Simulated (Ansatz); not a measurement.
`[Cl][Al]([Br])[Br]` + `BN` → `[Br][AlH][Br]` + `NBCl` at 600 K and 1 bar (redistribution).

Computed with Ansatz on PBE0-D4/def2-TZVP structures; ΔE is electronic, products minus reactants. CCSD(T)/CBS adds triple-zeta CCSD(T) − MP2 to the extrapolated MP2 energy (def2 sets, frozen cores). This one scheme is used for every species. For Br outer-core shells are correlated without core-valence functions, which leaves a few kJ/mol of doubt a bond. Scalar relativity is left out up to krypton. Each species was taken in one conformer, which may not be the lowest.

```
             species  CCSD(T)/CBS energy (Eh)  H − E (kJ/mol)  S (J/(mol·K))
`[Cl][Al]([Br])[Br]`              -5848.64059            51.6          400.5
                `BN`                -81.93499           155.9          270.2
     `[Br][AlH][Br]`              -5389.38299            59.3          359.9
              `NBCl`               -541.16722           143.2          318.2
```

H − E and S are ideal-gas, rigid-rotor, harmonic terms from PBE0-D4/def2-TZVP, for one conformer and one mirror image of each species. 1 Eh = 2625.50 kJ/mol, R = 8.31446 J/(mol·K).

Task: By hand: ΔE, ΔH, ΔS and ΔG.

Result: ΔE = (-5389.38299) + (-541.16722) − (-5848.64059) − (-81.93499) = 0.02537 Eh = 66.6 kJ/mol. Δ(H − E) = 59.3 + 143.2 − 51.6 − 155.9 = -5.0, so ΔH = 61.6 kJ/mol. ΔS = 359.9 + 318.2 − 400.5 − 270.2 = 7.4 J/(mol·K). ΔG = 61.6 − 600 × (7.4)/1000 = 57.2 kJ/mol.

Task: By hand: the equilibrium constant, and the temperature at which ΔG would vanish if ΔH and ΔS stayed fixed.

Result: log₁₀ K = −ΔG/(RT ln 10) = -5.0. ΔG = 0 at ΔH/ΔS = 8324 K, far beyond where these terms or the molecules hold.

The number of gas molecules stays the same, so ΔS is small and ΔH decides. A doubt of 5 kJ/mol in ΔE shifts log₁₀ K by 0.4 here. Other conformers and mirror images would add mixing entropy, several J/(mol·K) or more a flexible species. These are equilibria of isolated gas molecules and say nothing of rates. Largest T1 diagnostic: 0.012 (customary marks: 0.02 for closed shells, 0.045 for open ones).
